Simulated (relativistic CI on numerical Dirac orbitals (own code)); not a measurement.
## Slater and spin-orbit integrals, Ge24+

Method of calculation: Dirac-Coulomb-Breit CI, KLI orbitals optimised for each configuration, model QED (radiative potential, 1s self-energy scaled to tabulated hydrogen-like ionisation energies), unscaled Slater integrals (own radial code, finite nucleus).

Slater integrals F^k, G^k are unscaled and averaged over j, outside the closed core 1s2; ζ comes from projecting the Hamiltonian with its Breit term on Σ l·s of the shell.

- 2s2.2p4: F^2(2p,2p) = 546430, ζ(2p) = 181030 cm⁻¹; <r>(2p) = 0.1742, <r^2>(2p) = 0.0368 (bohr units).
- 2s.2p5: G^1(2s,2p) = 590730, ζ(2p) = 179640 cm⁻¹; <r>(2s) = 0.2015, <r^2>(2s) = 0.04766, <r>(2p) = 0.1747, <r^2>(2p) = 0.03701 (bohr units).
- 2p5.3s: ζ(2p) = 183470, G^1(2p,3s) = 55739 cm⁻¹; <r>(2p) = 0.1733, <r^2>(2p) = 0.03643, <r>(3s) = 0.4822, <r^2>(3s) = 0.2641 (bohr units).

Averages of the first 10 configurations, taken without configuration mixing, which lowers the lowest level and can move excited configurations by several eV; other configurations of the list can lie among them:

```tsv
Configuration	Parity	States	Average energy above the lowest level (eV)
2s2.2p4	even	15	27.3
2s.2p5	odd	12	189.2
2p6	even	1	374.4
2p5.3s	odd	12	1725.0
2p5.3p	even	36	1767.5
2p5.3d	odd	60	1817.6
2s2.2p3.3s	odd	40	1408.3
2s2.2p3.3p	even	120	1454.2
2s2.2p3.3d	odd	200	1504.8
2s.2p4.3s	even	60	1554.8
```
